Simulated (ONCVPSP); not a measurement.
Logarithmic derivatives: In (Z = 49), ONCV

| Quantity | Value |
| --- | --- |
| Element | In |
| Generator | ONCVPSP 4.0.1 |
| Type | optimised norm-conserving Vanderbilt (ONCV) |
| Functional | PBE |
| Relativity | scalar-relativistic |
| Frozen core | [Kr] 4d10 |
| Valence charge | 3 |
| Reference configuration | 5s1.75 5p1.25 |
| Partial waves | 5s: rc 1.85 bohr, ncon 4, nbas 7, qcut 4.5 1/bohr, 1 projector; 5p: rc 2.55 bohr, ncon 4, nbas 8, qcut 3.4 1/bohr, 3 projectors, debl 1.9 Ha |
| Local potential | polynomial inside 1.20 bohr (lpopt 5, dvloc0 0 Ha) |
| Core correction | Teter function, fcfact 3.25, rcfact 1.05 |

The phase is arctan(r·R′/R) of the radial function R(r), unwrapped; energies in Ha, scanned from -2 to 5 Ha. A pole is an energy at which the radial function vanishes at the test radius. The pseudo phase is shifted by a multiple of π to meet the all-electron one at the reference energy, and phase errors are pseudo minus all-electron; the curves can meet again beyond the range given. Levels narrower than the energy grid can be missing from the lists of poles.

```csv
channel,radius (bohr),reference energy (Ha),"poles, all-electron","poles, pseudo",unbroken range about the reference energy with phases within 0.05 rad,phase error 1 Ha above the reference energy (rad)
s,1.88,-0.31,2.84,1.72,below 1.0,-0.034
p,2.59,-0.10,1.15,1.15,below 3.0,-0.000
```

Note: ghosts flagged at negative energy: s at -183.2 eV; GHOST(+) flagged for p at 83.9 eV. A true bound ghost makes a file unfit for plane-wave use.

Phases in the s channel:

| E (Ha) | all-electron | pseudo |
| --- | --- | --- |
| -1.98 | 1.108 | 1.081 |
| -1.80 | 1.062 | 1.035 |
| -1.62 | 1.004 | 0.978 |
| -1.44 | 0.931 | 0.904 |
| -1.26 | 0.835 | 0.809 |
| -1.08 | 0.706 | 0.682 |
| -0.90 | 0.530 | 0.511 |
| -0.72 | 0.295 | 0.282 |
| -0.54 | 0.004 | -0.001 |
| -0.36 | -0.309 | -0.309 |
| -0.18 | -0.589 | -0.590 |
| 0.00 | -0.808 | -0.815 |
| 0.18 | -0.971 | -0.985 |
| 0.36 | -1.091 | -1.112 |
| 0.54 | -1.182 | -1.210 |
| 0.72 | -1.252 | -1.287 |
| 0.90 | -1.307 | -1.350 |
| 1.08 | -1.351 | -1.404 |
| 1.26 | -1.388 | -1.453 |
| 1.44 | -1.420 | -1.498 |
| 1.62 | -1.447 | -1.544 |
| 1.80 | -1.470 | -1.594 |
| 1.98 | -1.492 | -1.654 |
| 2.16 | -1.511 | -1.737 |
| 2.34 | -1.528 | -1.873 |
| 2.52 | -1.544 | -2.167 |
| 2.70 | -1.560 | -2.970 |
| 2.88 | -1.574 | -3.887 |
| 3.06 | -1.588 | -4.234 |
| 3.24 | -1.602 | -4.381 |
| 3.42 | -1.615 | -4.462 |
| 3.60 | -1.629 | -4.515 |
| 3.78 | -1.643 | -4.552 |
| 3.96 | -1.658 | -4.581 |
| 4.14 | -1.673 | -4.604 |
| 4.32 | -1.689 | -4.624 |
| 4.50 | -1.707 | -4.641 |
| 4.68 | -1.726 | -4.656 |
| 4.86 | -1.748 | -4.669 |
